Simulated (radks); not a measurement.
Results of a calculation; reference values are marked as such.
Ti II, configuration [Ar] 3d3 (not the ground configuration). Level of theory: scalar-relativistic Kohn-Sham, PBE, spin-unpolarised, spherical densities, point nucleus (a radial shooting solver on a logarithmic mesh with Libxc functionals).

Local quantities along the radius. ELF = 1/(1 + alpha^2) is the electron localisation function; alpha = (tau - tau_W)/tau_unif compares the Pauli kinetic energy density with that of the uniform gas; s = |grad rho|/(2 (3 pi^2)^(1/3) rho^(4/3)) is the reduced gradient. tau is taken from the large components.

r (bohr),ELF,alpha,s
0.002603,1.000,0.01425,0.4590
0.003362,1.000,0.01461,0.4457
0.004309,1.000,0.01522,0.4379
0.005566,1.000,0.01622,0.4347
0.00719,1.000,0.01774,0.4362
0.009287,1.000,0.02002,0.4427
0.012,0.999,0.02350,0.4548
0.01537,0.999,0.02878,0.4729
0.01986,0.999,0.03778,0.5000
0.02565,0.997,0.05373,0.5381
0.03314,0.993,0.08453,0.5906
0.04246,0.979,0.1473,0.6580
0.05485,0.919,0.2972,0.7406
0.07085,0.698,0.6571,0.8039
0.09153,0.364,1.323,0.7453
0.1182,0.269,1.650,0.4951
0.1515,0.448,1.111,0.3070
0.1957,0.728,0.6111,0.3307
0.2528,0.840,0.4359,0.4812
0.3266,0.790,0.5148,0.7142
0.4185,0.392,1.247,0.9349
0.5406,0.126,2.630,0.5920
0.6983,0.450,1.106,0.2158
0.902,0.793,0.5108,0.3757
1.165,0.793,0.5105,0.6349
1.493,0.605,0.8078,0.9523
1.929,0.245,1.756,1.350
2.491,0.066,3.773,1.713
3.218,0.026,6.162,2.142
4.124,0.011,9.599,3.126
5.327,0.003,19.27,5.616
6.882,0.000,55.77,12.41

On this mesh the ELF has minima near r = 0.12, 0.54 bohr, which separate the shells, and maxima near 0.25 (0.84), 1.0 (0.82).

Self-consistent cycle (total energy in hartree, residual of the potential): 1: -852.664963, 2e+00; 2: -853.134802, 1e+00; 3: -853.281802, 3e-01; 4: -853.272928, 3e-01; 5: -853.291440, 6e-02; 6: -853.292700, 2e-03; 7: -853.292697, 4e-03; 8: -853.292702, 5e-04; 9: -853.292702, 3e-05; 10: -853.292702, 2e-05; 11: -853.292702, 4e-06; 12: -853.292702, 2e-07; 13: -853.292702, 1e-08; 14: -853.292702, 5e-09; 15: -853.292702, 2e-10.
